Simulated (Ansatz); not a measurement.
The cluster Tl6, relaxed as a singlet with RKS PBE-D4/def2-SVP in Ansatz, starting from the GFN1-xTB geometry. Force threshold 0.02 eV/Å.

In the def2 sets Tl takes a core potential; there is no spin–orbit coupling. The restricted singlet is unstable towards broken spin symmetry in Hartree–Fock (as tested in another run); at PBE-D4/def2-SVP this wasn't settled. Another isomer (singlet) lies 0.65 eV lower at PBE0-D4/def2-TZVP; other spin states weren't run for this one.

Start:

```xyz
6

Tl   -1.404    1.183   -2.141
Tl   -0.907    1.515    0.827
Tl   -1.130    2.756    3.551
Tl    2.033   -3.585   -2.171
Tl    0.935   -0.754    1.426
Tl    0.472   -1.115   -1.493
```

```csv
step,energy (eV),largest force component (eV/Å),SCF passes
1,-28176.3089,0.393,21
2,-28176.3830,0.099,25
3,-28176.4347,0.111,25
4,-28176.4916,0.117,24
5,-28176.5440,0.114,24
6,-28176.5845,0.083,24
7,-28176.6097,0.032,25
8,-28176.6098,0.143,25
9,-28176.6152,0.079,24
10,-28176.6167,0.024,24
11 (rejected),-28176.6166,0.014,25
12,-28176.6169,0.002,24
```

Force components are those of the run's own axes.

End:

Cartesian coordinates in Å:
```
Tl -1.6564 1.4183 -2.5106
Tl -1.0354 1.5941 0.4698
Tl -0.4087 1.7584 3.5435
Tl 2.1108 -3.2369 -0.9392
Tl 0.7833 -0.6632 1.1786
Tl 0.2064 -0.8707 -1.7421
```

By distances, no bond broke or formed. The bond that changes most is Tl2–Tl6, from 3.77 to 3.54 Å (atoms count from 1).

The force fell under the threshold at step 11, but the optimiser went on. No frequencies were taken in this run, so the end may be a saddle point.

Run time 35 s (4 threads of Arm Neoverse V1 on a shared host).
